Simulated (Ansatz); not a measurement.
`[NH2][W]([NH2])(=[O])=[S]` + `O[SiH2][AlH][F]` → `[NH2][W](=[O])([F])=[S]` + `[NH2][AlH][SiH2]O`  (redistribution)

Isolated molecules relaxed with PBE0-D4/def2-TZVP in Ansatz; ΔE leaves out vibrations. CCSD(T)/CBS adds triple-zeta CCSD(T) − MP2 to the extrapolated MP2 energy (def2 sets, frozen cores). DFT in def2-TZVPP. B3LYP here is the variant with VWN-RPA as its local correlation; programs differ in this. HSE06 is defined as in plane-wave codes. def2 core potentials past Kr. For W outer-core shells are correlated without core-valence functions, which leaves a few kJ/mol of doubt a bond. Each species was taken in one conformer, which may not be the lowest.

`[NH2][W]([NH2])(=[O])=[S]`:

Cartesian coordinates in Å:
```
N 1.042 -0.213 -1.289
W -0.273 0.547 -0.085
N -0.536 -0.570 1.476
O 0.353 2.030 0.464
S -2.140 0.709 -1.129
H 2.016 0.045 -1.278
H 0.824 -0.830 -2.056
H -0.054 -0.423 2.349
H -1.232 -1.296 1.548
```

`O[SiH2][AlH][F]`:

Z-matrix (Å, degrees):
```
Si
Al 1 2.463
O 1 1.657 2 111.1
H 1 1.488 2 112.0 3 -118.8
H 1 1.496 2 109.9 3 123.4
F 2 1.659 1 113.2 3 -14.9
H 2 1.583 1 130.3 3 165.9
H 3 0.958 1 117.0 2 31.3
```

`[NH2][W](=[O])([F])=[S]`:

Cartesian coordinates in Å:
```
N -0.826 0.839 -0.226
W 0.466 -0.504 0.235
O 1.714 0.283 1.070
F -0.294 -1.808 1.322
S 1.192 -1.373 -1.573
H -0.870 1.734 0.241
H -1.382 0.829 -1.069
```

`[NH2][AlH][SiH2]O`:

Cartesian coordinates in Å:
```
N -1.626 1.098 -0.643
Al -1.168 -0.254 0.404
Si 1.250 -0.698 0.596
O 2.142 0.203 -0.486
H -2.570 1.397 -0.828
H -0.971 1.716 -1.095
H -2.344 -1.066 1.099
H 1.556 -2.155 0.436
H 1.784 -0.310 1.931
H 1.948 0.068 -1.414
```

| level | ΔE (kJ/mol) | difference from CCSD(T)/CBS |
| --- | --- | --- |
| LDA (SPW92) | 28.9 | -12.7 |
| revPBE-D4 | 26.8 | -14.8 |
| BLYP-D4 | 29.0 | -12.6 |
| r2SCAN-D4 | 26.8 | -14.8 |
| B97M-V | 24.5 | -17.1 |
| PBE0-D4 | 32.9 | -8.7 |
| B3LYP-D4 | 33.5 | -8.1 |
| r2SCANh-D4 | 29.5 | -12.1 |
| r2SCAN0-D4 | 33.3 | -8.3 |
| HSE06-D4 | 32.7 | -8.9 |
| BHLYP-D4 | 39.1 | -2.5 |
| CAM-B3LYP-D4 | 33.2 | -8.4 |
| ωB97M-V | 32.4 | -9.2 |
| B2PLYP | 34.5 | -7.1 |
| PBE-QIDH | 38.1 | -3.5 |
| PBE | 25.3 | -16.3 |
| revPBE | 23.9 | -17.7 |
| BLYP | 25.9 | -15.7 |
| r2SCAN | 26.4 | -15.2 |
| PBE0 | 31.6 | -10.0 |
| B3LYP | 31.1 | -10.5 |
| r2SCANh | 29.1 | -12.5 |
| HSE06 | 31.5 | -10.1 |
| CAM-B3LYP | 31.8 | -9.8 |
| LC-ωPBE | 29.7 | -11.9 |
| RPA@PBE/def2-TZVPP | 35.9 | -5.7 |
| HF/def2-SVP | 41.0 | -0.6 |
| MP2/def2-SVP | 38.1 | -3.5 |
| CCSD(T)/def2-SVP | 35.4 | -6.2 |
| HF/def2-TZVPP | 40.2 | -1.4 |
| MP2/def2-TZVPP | 43.1 | 1.5 |
| SCS-MP2/def2-TZVPP | 40.0 | -1.6 |
| CCSD/def2-TZVPP | 40.3 | -1.3 |
| CCSD(T)/def2-TZVPP | 38.8 | -2.8 |
| HF/def2-QZVPP | 41.0 | -0.6 |
| MP2/def2-QZVPP | 44.9 | 3.3 |
| SCS-MP2/def2-QZVPP | 41.9 | 0.3 |
| HF/CBS(def2) | 41.1 | -0.5 |
| MP2/CBS(def2) | 45.8 | 4.2 |
| CCSD/CBS(def2) | 43.0 | 1.4 |
| CCSD(T)/CBS | 41.6 | 0 |

**Question.** What do rigid-rotor, harmonic-oscillator terms from PBE0-D4/def2-TZVP frequencies (298.15 K, 1 bar) make of the CCSD(T)/CBS value? (Estimate.)

**Answer.** The calculation gave: ΔZPE = +2.3 kJ/mol, ΔH = +42.8 kJ/mol, ΔS = -9 J/(mol·K), ΔG = +45.4 kJ/mol. Modes under 50 cm⁻¹ make the entropy rough.

Largest T1 diagnostic among the species: 0.022, so the coupled-cluster value is less sure than usual.

From PBE to PBE0 (25 % exact exchange), in def2-TZVPP and without D4, ΔE moves by +6.2 kJ/mol. At CCSD(T), def2-SVP lies −6.2 kJ/mol from the extrapolated value and def2-TZVPP −2.8 kJ/mol.
